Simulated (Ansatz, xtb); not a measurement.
# Isomers of Cl2GeH4OSi in order of energy

6 gas-phase structures of Cl2GeH4OSi, found in a search over its isomers (lower ones may exist). Each was relaxed with GFN2-xTB; where two conformers were screened, the lower at r2SCAN-D4/def2-SVP is listed:

A. `O[Si@H](Cl)[GeH2][Cl]`, a singlet
B. `[SiH3][O][GeH]([Cl])[Cl]`, a singlet
C. `Cl[SiH2][O][GeH2][Cl]`, a singlet
D. `Cl[SiH](Cl)[O][GeH3]`, a singlet
E. `[OH][Ge]([SiH3])([Cl])[Cl]`, a singlet
F. `O[SiH2][GeH]([Cl])[Cl]`, a singlet

Question: Make a reasoned guess at their ranking by r2SCAN-D4/def2-SVP single-point energy.

Answer: Calculated order at r2SCAN-D4/def2-SVP: D (0.0), C (6.8), B (12.8), A (16.3), F (20.9), E (25.9) kcal/mol.

Energies above the lowest of each column, in kcal/mol; the last columns are at B3LYP/6-31G* geometries and were run for some of them only (a dash: not run or not comparable):

```json
{"structure": "D", "GFN2-xTB": "15.7", "HF/STO-3G": "0.2", "r2SCAN-D4/def2-SVP": "0.0", "B3LYP/6-31G*": "0.0", "CCSD(T)/def2-SVP + ΔMP2/def2-TZVPP": "0.0"}
{"structure": "C", "GFN2-xTB": "3.8", "HF/STO-3G": "0.0", "r2SCAN-D4/def2-SVP": "6.8", "B3LYP/6-31G*": "4.4", "CCSD(T)/def2-SVP + ΔMP2/def2-TZVPP": "6.1"}
{"structure": "B", "GFN2-xTB": "0.0", "HF/STO-3G": "1.1", "r2SCAN-D4/def2-SVP": "12.8", "B3LYP/6-31G*": "10.9", "CCSD(T)/def2-SVP + ΔMP2/def2-TZVPP": "13.8"}
{"structure": "A", "GFN2-xTB": "21.7", "HF/STO-3G": "10.8", "r2SCAN-D4/def2-SVP": "16.3", "B3LYP/6-31G*": "14.7", "CCSD(T)/def2-SVP + ΔMP2/def2-TZVPP": "–"}
{"structure": "F", "GFN2-xTB": "12.0", "HF/STO-3G": "13.6", "r2SCAN-D4/def2-SVP": "20.9", "B3LYP/6-31G*": "–", "CCSD(T)/def2-SVP + ΔMP2/def2-TZVPP": "–"}
{"structure": "E", "GFN2-xTB": "22.2", "HF/STO-3G": "7.7", "r2SCAN-D4/def2-SVP": "25.9", "B3LYP/6-31G*": "–", "CCSD(T)/def2-SVP + ΔMP2/def2-TZVPP": "–"}
```

CCSD(T)/def2-SVP + ΔMP2/def2-TZVPP puts D lowest of those it was run on; GFN2-xTB picks B. Some further structures that were screened fall inside this span and aren't listed. Flexible structures stand in one conformer each, not always the lowest. Frequencies (B3LYP/6-31G*) were run for B, C, D alone. ΔMP2 is the change of the MP2 energy from the smaller to the larger basis.

Over these structures GFN2-xTB departs from r2SCAN-D4/def2-SVP by 7.9 kcal/mol on average once a common shift is removed. A GFN2-xTB relaxation took about 0.34 s and the r2SCAN-D4/def2-SVP energy about 2.4 s on a shared host (Ansatz 0.2.0, xtb 6.7.1 (Pople sets with spherical d functions)).
